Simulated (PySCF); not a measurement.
## Working with the constants of CuH

PBE0 constants of CuH, ¹Σ⁺ (singlet), closed shell (basis Cu cc-pVDZ-PP with ECP10, H cc-pVDZ; scalar-relativistic core potentials; PySCF 2.14; masses 62.9296 and 1.0078 u):

```
ωe                      : 1956.7 cm⁻¹
ωexe                    : 34.4 cm⁻¹
Be                      : 7.9466 cm⁻¹
αe                      : 0.250 cm⁻¹
D (centrifugal)         : 0.000524 cm⁻¹
De to Cu (3d10 4s1) + H : 2.71 eV
```

Problem. Estimate the standard entropy (1 bar) and heat capacity of the ideal gas at 298.15 K, rigid rotor with B0 and harmonic oscillator at the fundamental.

Solution. Translation (Sackur–Tetrode, M = 63.94 u): 160.7 J/(mol K). Rotation: q = kT/(σB0) = 26.5 with σ = 1, 35.6. Vibration: x = hcν0/kT = 9.11, 0.01. S° = 196.3 J/(mol K); Cp = 7R/2 + 0.08 = 29.2 J/(mol K).
